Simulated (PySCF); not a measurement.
## Ionisation energy of V by level of theory

V [Ar] 3d3 4s2 (4F) → V⁺ [Ar] 3d4 (5D), as a difference of total energies. Calculation: PySCF 2.14, in dyall-av2z (16s12p7d2f, 101 functions); no relativity, point nucleus. Correlated levels: valence: [Ar] frozen; virtual orbitals above 40 to 60 times the deepest correlated orbital energy dropped. The calculations carry no spin-orbit coupling.

| method | ionisation energy (eV) | difference from reference (eV) |
| --- | --- | --- |
| UHF | 5.912 | -0.820 |
| LDA | 6.201 | -0.531 |
| PBE | 6.117 | -0.615 |
| PBE0 | 6.078 | -0.654 |
| B2PLYP | 6.468 | -0.264 |
| LC-wPBE | 5.623 | -1.109 |
| PBEsol | 5.961 | -0.771 |
| HSE06 | 6.137 | -0.595 |
| MP2 (valence) | 6.282 | -0.450 |
| SCS-MP2 (valence) | 6.766 | +0.034 |

Reference: 6.732 eV (measured; NIST levels, between the centres of gravity of the two terms).

These non-relativistic numbers lack the scalar-relativistic shift.

Errors of the correlated levels include the incompleteness of this basis and the frozen core.
